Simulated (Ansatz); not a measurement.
The same ligand exchange along the group C, Si, Ge.

Calculated with Ansatz (gas phase, PBE0-D4/def2-TZVP geometries, no zero-point term in ΔE). CCSD(T)/CBS is the MP2 limit (def2-TZVPP, def2-QZVPP) plus CCSD(T) − MP2 in def2-TZVPP, frozen cores. This one scheme is used for every species. For Ge outer-core shells are correlated without core-valence functions, which leaves a few kJ/mol of doubt a bond. Scalar relativity is left out up to krypton. Each species was taken in one conformer, which may not be the lowest.

```
                                           reaction  CCSD(T)/CBS(def2) (kJ/mol)
  `[CH3][AlH][Cl]` + `OBS` → `SB[O][AlH][Cl]` + CH₄                        -148
`[SiH3][AlH][Cl]` + `OBS` → `SB[O][AlH][Cl]` + SiH₄                        -142
`[Cl][AlH][GeH3]` + `OBS` → `SB[O][AlH][Cl]` + GeH₄                           ?
```

Fill in the missing values. (An estimate is asked.)

Computed: `[Cl][AlH][GeH3]` + `OBS` → `SB[O][AlH][Cl]` + GeH₄: -117.4 kJ/mol.

Largest T1 diagnostic: 0.013, for `OBS`.
